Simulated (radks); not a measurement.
Values are calculated unless marked as measured or tabulated.
Q: These are the eigenvalues of the occupied orbitals of an atom or ion with whole-number occupations (eV). Code: a radial shooting solver on a logarithmic mesh with Libxc functionals. Model: Dirac Kohn-Sham, XLYP, spin-unpolarised, spherical densities, finite nucleus; Fermi nuclear charge, rms radius of each element as measured or else 0.836 A^(1/3) + 0.57 fm.

| orbital | eigenvalue |
|---|---|
| 1s1/2 | -40493.74 |
| 2s1/2 | -7879.075 |
| 2p1/2 | -7544.910 |
| 2p3/2 | -7126.156 |
| 3s1/2 | -2797.856 |
| 3p1/2 | -2666.542 |
| 3p3/2 | -2570.729 |
| 3d3/2 | -2361.605 |
| 4s1/2 | -1397.730 |

Which element is it, and in what charge state? The configuration may be excited. Open shells, if any, fill j = l - 1/2 first.

A: Z = 57, lanthanum, charge +35: La35+ in [Ne] 3s2 3p5 3d4 4s1. The list shows which subshells hold electrons but not how many an open one holds; the 1s level, -1488.1 hartree, gives Z - s = 54.6 by -(Z - s)^2/2, which with screening and relativity narrows Z to a few neighbours, and the depths of the outer levels then fix element, charge and occupations together.
